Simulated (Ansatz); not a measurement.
Cartesian coordinates in Å:
```
Si 0.842 0.485 -0.303
Si -1.108 -0.793 -0.171
Br -2.583 0.212 1.162
H 0.491 1.818 -0.855
H 1.789 -0.203 -1.220
H 1.479 0.653 1.031
H -0.910 -2.173 0.357
```

The species carries charge 0 and has multiplicity 2.

Problem. List the B3LYP/def2-TZVPP orbital energies in eV (the Gaussian-basis code of Ansatz). (Estimate.)

Solution. Computed: α occupied: -13139.28, -1800.09, -1799.24, -1700.92, -1532.62, -1532.58, -1532.56, -236.71, -177.57, -177.41, -177.37, -144.53, -143.80, -99.94, -99.86, -99.77, -99.13, -99.10, -99.10, -71.86, -71.81, -71.79, -71.66, -71.66, -21.41, -15.62, -13.69, -10.48, -10.08, -9.81, -9.35, -8.89, -8.02, -6.00. α empty: -0.97, -0.11, 0.24, 0.84, 1.03, 1.45, 3.20, 3.23. β occupied: -13139.27, -1799.99, -1799.23, -1700.92, -1532.62, -1532.56, -1532.56, -236.70, -177.55, -177.38, -177.37, -144.43, -143.79, -99.80, -99.71, -99.66, -99.11, -99.10, -99.09, -71.84, -71.79, -71.78, -71.64, -71.64, -21.30, -15.41, -13.34, -10.38, -9.95, -9.77, -9.20, -8.59, -7.91. β empty: -3.30, -0.76, 0.02, 0.62, 0.90, 1.15, 1.60, 3.26. ⟨S²⟩ = 0.753.

B3LYP here is the variant with VWN-RPA as its local correlation; programs differ in this.
